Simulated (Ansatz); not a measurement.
Total energies of GeH$_{6}$O$_{4}$Si, SMILES `O[Si](O)(O)[O][GeH3]`.

```xyz
12

O     1.0682    1.8680    0.0589
Si    0.1371    0.6678    0.6556
O    -1.4035    1.0146    0.2355
O     0.4187    0.6381    2.2655
O     0.4388   -0.8013    0.0513
Ge   -0.1678   -1.6166   -1.4141
H     1.9177    1.9974    0.4825
H    -1.6751    1.9308    0.3012
H     0.1978   -0.1737    2.7234
H     0.8441   -2.7362   -1.6902
H    -0.2167   -0.6045   -2.5675
H    -1.5593   -2.1843   -1.1022
```

Charge 0, multiplicity 1. Correlated methods include outer-core shells of Ge, which these sets cover unevenly. Scalar relativity is left out up to krypton. The structure was optimised at the PBE0-D4/def2-TZVP level. It is one conformer, not always the lowest. Basis def2-TZVPP, Ansatz.

RPA on PBE orbitals: Hartree–Fock energy of these orbitals -2667.56292 Eh, correlation -2.04755 Eh (frozen core).

```
functional  energy without D4 (Eh)  D4 term (kJ/mol)
   r2SCANh             -2671.18634              -7.5
   r2SCAN0             -2671.14723              -8.3
```

(1) Give the same for LDA (SPW92), PBE, revPBE, BLYP, r2SCAN, B97M-V, PBE0, B3LYP, HSE06 (plane-wave form), BHLYP, CAM-B3LYP, LC-ωPBE, ωB97X-V, ωB97M-V, B2PLYP, PBE-QIDH. (An estimate is asked.)

B3LYP takes the VWN-RPA correlation (the form of Gaussian; ORCA's B3LYP/G). HSE06 is the plane-wave form, built on full-range PBE exchange. The double hybrids freeze the cores in their second-order part.

## Answers

(1) Ansatz gave: 
```
             functional  energy without D4 (Eh)  D4 term (kJ/mol)
            LDA (SPW92)             -2664.90382                 –
                    PBE             -2670.59324             -28.2
                 revPBE             -2671.04749             -81.3
                   BLYP             -2671.38385             -61.3
                 r2SCAN             -2671.21369              -7.0
                 B97M-V             -2670.84106                 –
                   PBE0             -2670.68136             -24.0
                  B3LYP             -2671.45846             -45.5
HSE06 (plane-wave form)             -2670.66200             -22.5
                  BHLYP             -2671.23110             -35.9
              CAM-B3LYP             -2671.43265             -24.5
                LC-ωPBE             -2670.85677                 –
                ωB97X-V             -2671.05349                 –
                ωB97M-V             -2671.16887                 –
                 B2PLYP             -2670.71670                 –
               PBE-QIDH             -2670.24330                 –
```

LC-ωPBE has ω = 0.4 bohr⁻¹.
